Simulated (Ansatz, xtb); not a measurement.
Relaxing a trial structure of C2H6Ga

The starting geometry of this gas-phase doublet has its atoms placed at random.

```xyz
9

C    -0.2072   -0.7569   -0.2748
C    -1.8349   -1.0365   -0.7482
Ga    1.4220   -0.1956   -0.5639
H    -0.5783   -0.3221    0.9268
H     0.0129   -1.2565   -1.8199
H     1.1905   -0.7110    0.9776
H    -1.1001    0.2062   -0.9483
H     0.6756    0.6433   -2.2744
H     2.0506    0.3837    0.6997
```

Problem. Guess where an optimisation with r2SCAN-D4/def2-SVP ends from this start.

Solution. It ends as a structure given below by its coordinates. Distances that change by over a tenth: C1–C2 (1.72 → 1.43 Å), C1–Ga3 (1.75 → 2.15 Å), C1–H4 (1.33 → 1.09 Å). Contacts that open: Ga3–H6 (1.64 → 2.70 Å). Contacts that close: C1–H6 (1.88 → 1.09 Å), C2–Ga3 (3.37 → 2.15 Å), C2–H5 (2.15 → 1.09 Å), C2–H7 (1.46 → 1.09 Å), Ga3–H8 (2.05 → 1.55 Å).

The energy falls by 14.53 eV over 27 steps:

| step | E − E(last) (eV) |
| --- | --- |
| 1 | 14.535 |
| 4 | 7.229 |
| 7 | 4.335 |
| 10 | 1.616 |
| 13 | 0.515 |
| 15 | 0.418 |
| 18 | 0.370 |
| 21 | 0.202 |
| 24 | 0.032 |
| 27 | 0.000 |

Final geometry (Å):

```xyz
9

C    -0.0824   -1.0402    0.2575
C    -0.7631   -0.4435   -0.8445
Ga    1.2310    0.3600   -0.7113
H    -0.2704   -0.6866    1.2762
H    -0.8529   -0.9823   -1.7930
H     0.3494   -2.0412    0.1597
H    -1.4728    0.3725   -0.6763
H     2.2181   -0.3213   -1.6954
H     1.2742    1.7374    0.0017
```

From the same start GFN2-xTB ends elsewhere, in pieces: C2H4Ga + H2.

From so rough a start the end depends on the optimiser's path, so another program may land elsewhere. No frequencies were run, so the end isn't proven a minimum. Open shells are spin-unrestricted. Run with Ansatz 0.2.0, 3 min on 2 threads of Arm Neoverse V1, on a shared host.
